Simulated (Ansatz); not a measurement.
Results of the Gaussian-basis code of Ansatz.

A structure relaxed at PBE0-D4/def2-TZVP, charge 0, multiplicity 1:

```json
{"atom": "F1", "x (Å)": "-0.430", "y (Å)": "2.123", "z (Å)": "0.967"}
{"atom": "C2", "x (Å)": "-0.536", "y (Å)": "1.812", "z (Å)": "-0.381"}
{"atom": "Sn3", "x (Å)": "-0.681", "y (Å)": "-0.345", "z (Å)": "-0.627"}
{"atom": "Si4", "x (Å)": "1.092", "y (Å)": "-1.475", "z (Å)": "0.835"}
{"atom": "H5", "x (Å)": "-1.423", "y (Å)": "2.311", "z (Å)": "-0.780"}
{"atom": "H6", "x (Å)": "0.348", "y (Å)": "2.197", "z (Å)": "-0.894"}
{"atom": "H7", "x (Å)": "-0.448", "y (Å)": "-0.690", "z (Å)": "-2.289"}
{"atom": "H8", "x (Å)": "-2.261", "y (Å)": "-0.836", "z (Å)": "-0.199"}
{"atom": "H9", "x (Å)": "1.099", "y (Å)": "-2.942", "z (Å)": "0.593"}
{"atom": "H10", "x (Å)": "2.435", "y (Å)": "-0.930", "z (Å)": "0.505"}
{"atom": "H11", "x (Å)": "0.806", "y (Å)": "-1.224", "z (Å)": "2.271"}
```

**Question.** Give its formula and SMILES.

**Answer.** CH7FSiSn, `F[CH2][SnH2][SiH3]`.

**Question.** Summarise the bond lengths by kind.

**Answer.** 1 × C–F 1.387 Å; 1 × C–Sn 2.175 Å; 2 × C–H 1.093 Å; 1 × Si–Sn 2.561 Å; 2 × H–Sn 1.710 to 1.713 Å; 3 × H–Si 1.485 to 1.487 Å.
